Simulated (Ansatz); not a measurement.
Consider the homolysis of the Al–F bond: `[NH2][Al]([F])[SH]` → `[NH2][Al][SH]`• + F•.

Calculated with Ansatz (gas phase, PBE0-D4/def2-TZVP geometries, no zero-point term in ΔE). CCSD(T)/CBS is the MP2 limit (def2-TZVPP, def2-QZVPP) plus CCSD(T) − MP2 in def2-TZVPP, frozen cores. This one scheme is used for every species, atoms too. Functionals use def2-TZVPP. B3LYP here is the variant with VWN-RPA as its local correlation; programs differ in this. HSE06 is defined as in plane-wave codes. No spin–orbit coupling; open shells (•) take unrestricted orbitals. Spin–orbit coupling would lower the free atoms: a little for F. One conformer a species, not always the lowest.

```json
{"level": "LDA (SPW92)", "ΔE (kcal/mol)": "175.5", "difference from CCSD(T)/CBS": "14.7"}
{"level": "revPBE-D4", "ΔE (kcal/mol)": "150.7", "difference from CCSD(T)/CBS": "-10.1"}
{"level": "BLYP-D4", "ΔE (kcal/mol)": "156.0", "difference from CCSD(T)/CBS": "-4.8"}
{"level": "r2SCAN-D4", "ΔE (kcal/mol)": "155.1", "difference from CCSD(T)/CBS": "-5.7"}
{"level": "HSE06-D4", "ΔE (kcal/mol)": "152.3", "difference from CCSD(T)/CBS": "-8.5"}
{"level": "BHLYP-D4", "ΔE (kcal/mol)": "150.0", "difference from CCSD(T)/CBS": "-10.8"}
{"level": "revPBE", "ΔE (kcal/mol)": "149.7", "difference from CCSD(T)/CBS": "-11.1"}
{"level": "r2SCAN", "ΔE (kcal/mol)": "154.9", "difference from CCSD(T)/CBS": "-5.9"}
{"level": "B3LYP", "ΔE (kcal/mol)": "154.6", "difference from CCSD(T)/CBS": "-6.2"}
{"level": "r2SCANh", "ΔE (kcal/mol)": "153.3", "difference from CCSD(T)/CBS": "-7.5"}
{"level": "HSE06", "ΔE (kcal/mol)": "152.0", "difference from CCSD(T)/CBS": "-8.8"}
{"level": "LC-ωPBE", "ΔE (kcal/mol)": "156.9", "difference from CCSD(T)/CBS": "-3.9"}
{"level": "RPA@PBE/def2-TZVPP", "ΔE (kcal/mol)": "144.4", "difference from CCSD(T)/CBS": "-16.4"}
{"level": "MP2/def2-SVP", "ΔE (kcal/mol)": "156.6", "difference from CCSD(T)/CBS": "-4.2"}
{"level": "HF/def2-TZVPP", "ΔE (kcal/mol)": "119.6", "difference from CCSD(T)/CBS": "-41.2"}
{"level": "SCS-MP2/def2-QZVPP", "ΔE (kcal/mol)": "163.3", "difference from CCSD(T)/CBS": "2.5"}
{"level": "CCSD(T)/CBS", "ΔE (kcal/mol)": "160.8", "difference from CCSD(T)/CBS": "0"}
```

(1) What do rigid-rotor, harmonic-oscillator terms from PBE0-D4/def2-TZVP frequencies (298.15 K, 1 bar) make of the CCSD(T)/CBS value? (An estimate is asked.)

Largest T1 diagnostic among the species: 0.014.

Results:

(1) The calculation gave: ΔZPE = -2.1 kcal/mol, ΔH = +159.6 kcal/mol, ΔS = 140 J/(mol·K), ΔG = +149.6 kcal/mol. Open shells count their whole term as degenerate.

Leaving LDA and LC-ωPBE aside and taking each functional with its dispersion term where it has one, the values, not all of them listed here, spread over 9.8 kcal/mol, from BHLYP-D4 to ωB97M-V. LDA lies +19.6 kcal/mol from PBE without D4, its usual overbinding. From PBE to PBE0 (25 % exact exchange), in def2-TZVPP and without D4, ΔE moves by −3.9 kcal/mol: exact exchange takes away binding that semilocal exchange gives to molecules.

CCSD(T)/CBS has its own doubt, a few kJ/mol and more with outer-core shells, so smaller differences from it don't rank the levels.
